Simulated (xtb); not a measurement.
Cl3Se (SMILES Cl[Se](Cl)Cl), doublet, at a GFN2-xTB geometry (the spin is typed, not shown lowest); GFN0-xTB (xtb).

Here is a job for xtb.
```
$ xtb mol.xyz --gfn 0 --uhf 1 --opt --json

# file mol.xyz
4

Se    -0.32499505     0.23694298     0.17644579
Cl    -1.55314458    -1.69638058    -0.03985971
Cl     0.72235464     2.01762413    -0.83603265
Cl     1.48078005    -0.79512952     0.52300078
```

Output, abridged:

```
   ID    Z sym.   atoms
    1   34 Se     1
    2   17 Cl     2-4

           -------------------------------------------------
          |                Calculation Setup                |
           -------------------------------------------------

           -------------------------------------------------
          |                 G F N 0 - x T B                 |
           -------------------------------------------------

          ...................................................
          :                      SETUP                      :
          :.................................................:
          :  # basis functions                  40          :
          :  # atomic orbitals                  36          :
          :  # shells                           12          :
          :  # electrons                        27          :
          :  electronic temp.          300.0000000     K    :
          :  accuracy                    1.0000000          :
          :  -> integral cutoff          0.2500000E+02      :
          :  -> integral neglect         0.1000000E-07      :
          ...................................................

         :::::::::::::::::::::::::::::::::::::::::::::::::::::
         ::                     SUMMARY                     ::
         :::::::::::::::::::::::::::::::::::::::::::::::::::::
         :: total energy             -16.117132694172 Eh    ::
         :: gradient norm              0.019208317184 Eh/a0 ::
         :: HOMO-LUMO gap              2.475078799482 eV    ::
         ::.................................................::
         :: H0 energy                -16.113452876597 Eh    ::
         :: repulsion energy           0.004819139077 Eh    ::
         :: electrostat energy        -0.007019440557 Eh    ::
         :: -> Gsolv                   0.000000000000 Eh    ::
         ::    -> Gsasa                0.000000000000 Eh    ::
         ::    -> Gshift               0.000000000000 Eh    ::
         :: dispersion energy         -0.001479516095 Eh    ::
         :: short-range corr.          0.000000000000 Eh    ::
         :: add. restraining           0.000000000000 Eh    ::
         :: total charge              -0.000000000000 e     ::
         :::::::::::::::::::::::::::::::::::::::::::::::::::::

      -----------------------------------------------------------
     |                   =====================                   |
     |                        A N C O P T                        |
     |                   =====================                   |
     |               Approximate Normal Coordinate               |
     |                Rational Function Optimizer                |
      -----------------------------------------------------------
      -----------------------------------------------------------
     |                   =====================                   |
     |                        A N C O P T                        |
     |                   =====================                   |
     |               Approximate Normal Coordinate               |
     |                Rational Function Optimizer                |
      -----------------------------------------------------------

          ...................................................
          :                      SETUP                      :
          :.................................................:
          :   optimization level            normal          :
          :   max. optcycles                   200          :
          :   ANC micro-cycles                  20          :
          :   degrees of freedom                 6          :
          :.................................................:
          :   RF solver                   davidson          :
          :   write xtbopt.log                true          :
          :   linear?                        false          :
          :   energy convergence         0.5000000E-05 Eh   :
[...]
 * total energy  :   -16.1171327 Eh     change        0.0000000E+00 Eh
 * total energy  :   -16.1201143 Eh     change       -0.2981648E-02 Eh
 * total energy  :   -16.1216414 Eh     change       -0.1527100E-02 Eh
 * total energy  :   -16.1219033 Eh     change       -0.2618878E-03 Eh
 * total energy  :   -16.1220811 Eh     change       -0.1777843E-03 Eh
 * total energy  :   -16.1221099 Eh     change       -0.2882040E-04 Eh
 * total energy  :   -16.1221539 Eh     change       -0.4393377E-04 Eh
 * total energy  :   -16.1221522 Eh     change        0.1653376E-05 Eh
 * total energy  :   -16.1221586 Eh     change       -0.6371022E-05 Eh
 * total energy  :   -16.1221586 Eh     change       -0.5026963E-07 Eh
   *** GEOMETRY OPTIMIZATION CONVERGED AFTER 10 ITERATIONS ***
         :: total energy             -16.122158635713 Eh    ::
[...]
          |                Property Printout                |
           -------------------------------------------------

    * Orbital Energies and Occupations

         #    Occupation            Energy/Eh            Energy/eV
      -------------------------------------------------------------
         1        2.0000           -0.9710594             -26.4239
         2        2.0000           -0.9701444             -26.3990
         3        2.0000           -0.9696620             -26.3858
         4        2.0000           -0.7587507             -20.6467
         5        2.0000           -0.5157447             -14.0341
         6        2.0000           -0.5053938             -13.7525
         7        2.0000           -0.4826135             -13.1326
         8        2.0000           -0.4616979             -12.5634
         9        2.0000           -0.4550857             -12.3835
        10        2.0000           -0.4527634             -12.3203
        11        2.0000           -0.4517552             -12.2929
        12        2.0000           -0.4430888             -12.0571
        13        2.0000           -0.4309891             -11.7278
        14        1.0000           -0.3839089             -10.4467 (HOMO)
        15                         -0.2807165              -7.6387 (LUMO)
        16                         -0.2576498              -7.0110
        17                         -0.0694816              -1.8907
        18                         -0.0684787              -1.8634
        19                         -0.0681215              -1.8537
        20                         -0.0663342              -1.8050
        21                         -0.0662060              -1.8016
        22                         -0.0658928              -1.7930
        23                         -0.0656405              -1.7862
        24                         -0.0651161              -1.7719
        25                         -0.0642713              -1.7489
       ...                                ...                  ...
        36                          0.7864522              21.4005
      -------------------------------------------------------------
                  HL-Gap            0.1031925 Eh            2.8080 eV
             Fermi-level            0.0000000 Eh            0.0000 eV

     #   Z          covCN         q      C6AA      α(0)
     1  34 Se       2.536     0.218   220.807    25.962
     2  17 Cl       0.830    -0.075    99.480    15.246
     3  17 Cl       0.830    -0.075    99.480    15.246
     4  17 Cl       0.909    -0.068    99.304    15.233

 Mol. C6AA /au·bohr⁶  :       1998.169825
 Mol. C8AA /au·bohr⁸  :     101132.561431
 Mol. α(0) /au        :         71.687163

Wiberg/Mayer (AO) data.
largest (>0.10) Wiberg bond orders for each atom

 ---------------------------------------------------------------------------
     #   Z sym  total        # sym  WBO       # sym  WBO       # sym  WBO
 ---------------------------------------------------------------------------
     1  34 Se   2.981 --     4 Cl   1.607     3 Cl   0.687     2 Cl   0.687
     2  17 Cl   0.852 --     1 Se   0.687     3 Cl   0.101
     3  17 Cl   0.852 --     1 Se   0.687     2 Cl   0.101
     4  17 Cl   1.737 --     1 Se   1.607
 ---------------------------------------------------------------------------

Topologies differ in total number of bonds
Writing topology from bond orders to xtbtopo.mol

 dipole moment from electron density (au)
     X       Y       Z
   1.2960  -0.6532   0.6568  total (Debye):    4.049

optimized geometry written to: xtbopt.xyz

           -------------------------------------------------
          | TOTAL ENERGY              -16.122158635713 Eh   |
          | GRADIENT NORM               0.000073715744 Eh/α |
          | HOMO-LUMO GAP               2.808009790374 eV   |
           -------------------------------------------------

normal termination of xtb
```
